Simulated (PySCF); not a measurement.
C3H9AlF2O.
Numbering: `[CH3:1][O+:2]([AlH3-:3])[CH2:4][CH:5]([F:6])[F:7]` (hydrogens: H8, H9, H10 on C1; H11, H12, H13 on Al3; H14, H15 on C4; H16 on C5)

Geometry (PBE0-D3(BJ)/def2-SVP, Å), atoms numbered from 1 in this order:
```xyz
16
C3H9AlF2O angstrom
C     -0.5578    1.5883   -0.4477
O     -0.4718    0.1868   -0.1900
Al    -1.8191   -0.8792    0.8502
C      0.6611   -0.4956   -0.6973
C      1.8365   -0.4234    0.2543
F      2.2765    0.8545    0.3467
F      2.8318   -1.1736   -0.2553
H     -1.5165    1.9203   -0.0335
H      0.2718    2.1180    0.0380
H     -0.5386    1.7619   -1.5345
H     -2.2218   -1.9379   -0.2857
H     -0.8464   -1.4343    2.0028
H     -2.8297    0.3101    1.2072
H      0.3704   -1.5467   -0.8388
H      0.9539   -0.0731   -1.6720
H      1.5812   -0.7802    1.2662
```

Method used: TDDFT CAM-B3LYP/def2-SVPD, vertical, gas phase, core orbitals frozen in the response (PySCF).

Transition dipole moments from the ground state, in atomic units and in the frame of the coordinates above (overall signs are arbitrary), for the states with f of 0.002 or more among the lowest 7:

| state | E (hartree) | μx | μy | μz |
| --- | --- | --- | --- | --- |
| S1 | 0.2407 | 0.073 | 0.052 | 0.158 |
| S2 | 0.2487 | -0.140 | 0.182 | 0.021 |
| S3 | 0.2718 | -0.375 | -0.161 | -0.698 |
| S4 | 0.2786 | 0.243 | -0.511 | -0.190 |
| S5 | 0.2794 | 0.346 | -0.331 | 0.127 |
| S6 | 0.2966 | 0.024 | -0.029 | -0.374 |
| S7 | 0.3048 | 0.460 | 0.265 | 0.231 |

Task: Work out the oscillator strengths.

Result: f = (2/3) ΔE |μ|² with ΔE in hartree (27.2114 eV).

```tsv
state	|μ|² (au)	|μ| (D)	f
S1	0.033	0.46	0.005
S2	0.053	0.59	0.009
S3	0.653	2.05	0.118
S4	0.356	1.52	0.066
S5	0.245	1.26	0.046
S6	0.141	0.96	0.028
S7	0.336	1.47	0.068
```

Task: Which bond between heavy atoms lies closest to the direction of the S3 transition dipole?

Result: C4–C5, at 24° from it; next C5–F6 at 67°.

Task: What angle do the transition dipoles of S3 and S6 make?

Result: |cos θ| = |μa·μb| / (|μa| |μb|) = 0.84, so θ ≈ 32° (taken between 0 and 90°, since the signs are arbitrary).

Task: How is the summed strength of these states shared among x, y and z?

Result: (2/3) Σ ΔE μα² gives 0.106 for x, 0.094 for y and 0.140 for z, 0.340 in all.

All these states lie below the vertical ionisation energy of 10.01 eV (ΔSCF).

Hardware: Arm Neoverse V1, one thread, shared host. Cost: 2.7 min wall (grids of density and orbitals included), 1.1 GiB resident at most.

One conformer stands for the species.

Without π bonds the low states may be Rydberg-like; a valence basis with one diffuse set may place them up to an eV too high.
